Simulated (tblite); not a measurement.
Compound: C₁₀H₁₁P.
Z-matrix (Å and degrees, GFN2-xTB geometry), rows numbered from 1:
```
C 
C   1  1.4691
C   2  1.3197  1  146.85
C   3  1.4293  2  147.47  1     1.92
C   4  1.3971  3  120.36  2     5.92
C   5  1.3806  4  120.05  3   179.20
C   6  1.3865  5  120.28  4     0.41
C   7  1.3862  6  119.97  5    -0.18
C   8  1.3808  7  120.11  6    -0.32
P   2  1.8402  1  144.04  3  -177.20
C  10  1.8762  2  100.77  3    94.34
H   1  1.0895  2  110.42  3   138.44
H   1  1.0914  2  109.79  3  -102.79
H   1  1.0899  2  110.60  3    17.28
H   5  1.0800  4  119.44  3    -0.46
H   6  1.0805  5  119.80  4  -179.54
H   7  1.0801  6  119.97  5   179.86
H   8  1.0804  7  119.96  6   179.77
H   9  1.0813  4  118.82  3     0.50
H  11  1.0891 10  109.13  2  -149.01
H  11  1.0895 10  109.37  2    92.89
H  11  1.0884 10  110.96  2   -28.29
```

Computed with GFN2-xTB (tblite): harmonic, unscaled wavenumbers at the GFN2-xTB geometry, gas phase. Errors from tens to a few hundred cm⁻¹ against measured bands are possible. One conformer, not necessarily the lowest.

Harmonic wavenumbers (cm⁻¹): 29.2, 58.8, 69.0, 92.6, 99.9, 140.0, 193.6, 223.9, 310.4, 342.0, 367.5, 384.3, 431.7, 512.9, 585.1, 633.7, 658.7, 669.2, 693.1, 753.4, 822.3, 848.5, 871.0, 877.3, 896.7, 925.9, 930.9, 965.3, 1000.5, 1029.5, 1077.2, 1081.0, 1117.1, 1181.6, 1189.1, 1274.2, 1277.6, 1314.0, 1320.7, 1383.9, 1430.3, 1446.0, 1455.8, 1461.5, 1464.8, 1467.7, 1573.7, 1590.7, 1817.4, 2982.0, 2996.3, 3000.7, 3001.0, 3008.8, 3010.4, 3068.2, 3072.6, 3079.1, 3087.0, 3092.7.

A = 1848, B = 586.4, C = 481.7 MHz; mass 162.060 u (most abundant isotopes); point group C1, symmetry number 1.

Question: What is the zero-point energy?

Answer: ½Σν̃ = 37870 cm⁻¹ = 453.02 kJ/mol.

Question: Entropy at 350 K, 1 bar (ideal gas, RRHO, classical rotation)?

Answer: Translation 175.64, rotation 130.87, vibration 188.96: S = 495.5 J/(mol K).

Question: And Cp and H(350 K) − H(0)?

Answer: Cp = 215.27 J/(mol K), of which vibrations give 182.01 (their classical limit is 60 R = 498.9); H(350 K) − H(0) = 44.49 kJ/mol without the zero-point energy, 32.85 from vibrations.

Question: What must be added to the electronic energy to get the Gibbs energy at 350 K and 1 bar?

Answer: ZPE + [H(350 K) − H(0)] − T·S = 453.02 + 44.49 − 173.42 = 324.09 kJ/mol.

Question: Which modes carry the vibrational entropy at 350 K?

Answer: 29.2 cm⁻¹: 25.95; 58.8 cm⁻¹: 20.14; 69.0 cm⁻¹: 18.82; 92.6 cm⁻¹: 16.40; 99.9 cm⁻¹: 15.77; 140.0 cm⁻¹: 13.02 J/(mol K); the other 54 give 78.87 together.

Hindered rotation and anharmonicity are outside this model. Other conformers, if any are populated, would add a mixing term that is left out. The structure is chiral; the term R ln 2 for an equal mix with its mirror image is left out.
